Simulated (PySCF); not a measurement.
O₂Si₂, SMILES o1[si]2o[si]1=2.

The structure is a stationary point at B3LYP-D3(BJ)/def2-SVP.

These are PySCF with PBE/def2-TZVPD values and carry that method's errors.

Symmetry labels are those of the subgroup D2h that the program uses (full group D2h).

**Question.** List the valence orbital energies around the gap with their symmetry. (Estimate from the structure and the level; the computed values follow.)

**Answer.** 
| orbital | symmetry | energy (eV) |
|---|---|---|
| HOMO−7 | B1u | -13.06 |
| HOMO−6 | Ag | -11.37 |
| HOMO−5 | B3g | -10.77 |
| HOMO−4 | B3u | -9.97 |
| HOMO−3 | B1g | -8.00 |
| HOMO−2 | Ag | -7.93 |
| HOMO−1 | B2u | -7.61 |
| HOMO | B1u | -6.01 |
| LUMO | B2g | -3.35 |
| LUMO+1 | B3u | -2.34 |
| LUMO+2 | B2u | -1.60 |
| LUMO+3 | Ag | -0.37 |
